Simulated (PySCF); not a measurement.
NbCl4, SMILES [Cl][Nb]([Cl])([Cl])[Cl] (connectivity only; charge and spin as stated), neutral, multiplicity 2.

Geometry optimised at B3LYP-D3(BJ)/def2-SVP. The multiplicity is an assumed one; other spin states were not compared. The def2 effective core potentials stand for the cores of Nb; spin–orbit coupling is left out.

The numbers are results of B3LYP-D3(BJ)/def2-SVP (PySCF), not measurements.

Frequencies are harmonic and unscaled.

Modes within 1.5 cm⁻¹ of each other (mostly degenerate sets) share a row, with their intensities summed.

```csv
mode,ν (cm⁻¹),IR (km/mol),moving atoms (share of kinetic energy)
1,76,0.0,Cl 100 %
2,87,6.4,"Cl 69 %, Nb 31 %"
3,101,0.0,Cl 100 %
4–5,110,5.6,"Cl 78 %, Nb 22 %"
6,379,0.0,Cl 100 %
7,403,82.3,"Cl 70 %, Nb 30 %"
8–9,433,204.5,"Cl 62 %, Nb 38 %"
```
